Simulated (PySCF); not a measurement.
# Working out the ionisation energy of V

V [Ar] 3d3 4s2 (4F) → V+ [Ar] 3d4 (5D). All numbers are calculated (PySCF 2.14, the spin-free X2C one-electron Hamiltonian (Gaussian nucleus), in cc-pVTZ-DK (7s6p4d2f1g, 68 functions)). Frozen: [Ar]. Energies in hartree (1 hartree = 27.21139 eV):

```json
{"part": "UHF", "V (lower)": "-948.142262", "V+ (upper)": "-947.915637"}
{"part": "MP2 opposite-spin", "V (lower)": "-0.031906", "V+ (upper)": "0.000000"}
{"part": "MP2 same-spin", "V (lower)": "-0.027210", "V+ (upper)": "-0.045494"}
```

What does Hartree-Fock give?

(-947.915637) − (-948.142262) = 0.226625 hartree = 6.167 eV.

What do MP2 and SCS-MP2 (6/5 opposite-spin, 1/3 same-spin) give?

The opposite-spin parts differ by 0.868 eV and the same-spin parts by -0.498 eV. MP2: 6.167 + (0.868) + (-0.498) = 6.537 eV. SCS-MP2: 6.167 + 1.2 × (0.868) + (-0.498)/3 = 7.043 eV.

Measured between the centres of the two terms (NIST): 6.732 eV, so MP2 (valence) is off by -0.195 eV.

What remains against the reference includes basis incompleteness, the frozen core and correlation beyond second order.
